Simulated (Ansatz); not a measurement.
Reaction (formal exchange of groups at a Ge–N bond): `[NH2][GeH2][CH2]F` + `CC(=O)Cl` → `F[CH2][GeH2][Cl]` + `CC(N)=O`

Isolated molecules relaxed with PBE0-D4/def2-TZVP in Ansatz; ΔE leaves out vibrations. CCSD(T)/CBS is the MP2 limit (def2-TZVPP, def2-QZVPP) plus CCSD(T) − MP2 in def2-TZVPP, frozen cores. For Ge outer-core shells are correlated without core-valence functions, which leaves a few kJ/mol of doubt a bond. Scalar relativity is left out up to krypton. One conformer a species, not always the lowest.

| species | CCSD(T)/def2-TZVPP energy (Eh) |
| --- | --- |
| `[NH2][GeH2][CH2]F` | -2271.65526 |
| `CC(=O)Cl` | -612.73738 |
| `F[CH2][GeH2][Cl]` | -2675.53635 |
| `CC(N)=O` | -208.89662 |

Work out ΔE.

ΔE = (-2675.53635) + (-208.89662) − (-2271.65526) − (-612.73738) = -0.04033 Eh = -105.9 kJ/mol. CCSD(T)/CBS gives -107.2 kJ/mol.

Largest T1 diagnostic among the species: 0.014.

From PBE to PBE0 (25 % exact exchange), in def2-TZVPP and without D4, ΔE moves by −10.6 kJ/mol. In def2-TZVPP, CCSD(T) changes the Hartree–Fock value by +29.5 kJ/mol (the triples alone add +5.4 kJ/mol) and MP2 by +29.7 kJ/mol.
